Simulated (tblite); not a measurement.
Compound: C₇H₇OPSi.
Structure used (GFN2-xTB), in Å, numbered top down from 1:
```xyz
17
C7H7OPSi angstrom
Si     3.640   -0.280   -0.156
C      1.770   -0.466    0.011
O      1.103    0.681    0.282
C     -0.220    0.478    0.383
C     -1.143    1.481    0.660
C     -2.474    1.136    0.735
C     -2.890   -0.183    0.537
C     -1.980   -1.177    0.264
C     -0.624   -0.855    0.185
P      0.803   -1.877   -0.141
H      3.964    1.078    0.274
H      4.284   -1.284    0.692
H      4.014   -0.492   -1.556
H     -0.805    2.494    0.809
H     -3.210    1.896    0.951
H     -3.942   -0.419    0.600
H     -2.297   -2.198    0.110
```

Level: GFN2-xTB in tblite, geometry and Hessian alike; calculated harmonic values, unscaled, isolated species. Against measured fundamentals such values can be off by several per cent, at times by over 20. Modes of hydrogen on silicon can be 10 to 20 % off. The optimisation stopped once no atom felt more than 0.01 eV/Å.

Lowest wavenumbers of the output (negative numbers stand for imaginary wavenumbers):
```
mode    cm-1
  1     -48.1
  2      81.2
  3     130.8
  4     176.2
  5     234.4
  6     338.2
  7     354.0
  8     390.7
  9     441.3
 10     491.8
 11     523.2
 12     534.3
 13     560.8
 14     567.0
 15     674.9
```

**Question.** Is this structure a minimum?

**Answer.** Not by this Hessian. 1 mode is imaginary beyond 20i (48i cm⁻¹), so at this level the point lies at or near a first-order saddle. The curvature is small, so loose convergence or finite differences may be the whole cause.

**Question.** Which atoms move in the imaginary mode?

**Answer.** 48i: H13 (Si–H hydrogen) 34 %, H12 (Si–H hydrogen) 34 %, H11 (Si–H hydrogen) 29 %. These are shares of the mass-weighted motion.

**Question.** What is the remedy?

**Answer.** Step along that mode in both directions, optimise again with tighter thresholds and repeat the frequencies. The zero-point energy of this point (70.4 kcal/mol) counts the 44 real modes alone, and thermal corrections from it aren't those of a minimum.
